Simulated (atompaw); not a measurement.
**Pseudopotential generation for beryllium: PAW (atompaw), PBE, scalar-relativistic.**

beryllium, PAW, made with atompaw 4.2.0.5 (PBE, scalar-relativistic). Core [He], reference 2s1 2p1. Waves: 2s (bound): rc 1.55 bohr; 2s channel at 2.6 Ry: rc 3.00 bohr; 2p (bound): rc 3.00 bohr; 2p channel at 1.05 Ry: rc 3.00 bohr; 3d channel at 0.05 Ry: rc 3.00 bohr. Local part: troulliermartins scheme with l = 3 at -0.5 Ry, radius 1.76 bohr. Core correction: smooth core density matched at 2.35 bohr. Augmentation charge: sinc compensation charge, radius 2.85 bohr; PAW radius 3.00 bohr; waves and projectors: custom polynom2 7 10 vanderbiltortho.

Poles of the logarithmic derivatives, all-electron (AE) and pseudo (PS). s: poles at 0.2, 4.5 (AE) and 0.1, 3.5 (PS) Ry. p: poles at 0.4, 4.0 (AE) and 0.4, 4.6 (PS) Ry. d: poles at 2.4 (AE) and 4.2 (PS) Ry. Test radius 3.01 bohr.

* Cutoffs needed: 10 Ry and 18 Ry (the cutoffs (Ry, on a coarse ladder) from which the occupation-weighted sum of valence levels, in a spherical-Bessel basis at the reference potential, stays within 10 and 1 mRy of its value at 400 Ry)
* Ghost test: no extra level below or beside the all-electron valence levels (s, p, d, f tested) (spherical-Bessel basis up to 400 Ry, 20 bohr box)
* Lowest eigenvalue of the overlap operator: 0.54 (s channel)
* Overlap eigenvalues printed by atompaw (projector basis): 0.367, 3.13, 555, 5.31e+03, 2.54e+04
* Share of each valence orbital outside the PAW sphere: 2s 29 %, 2p 44 %
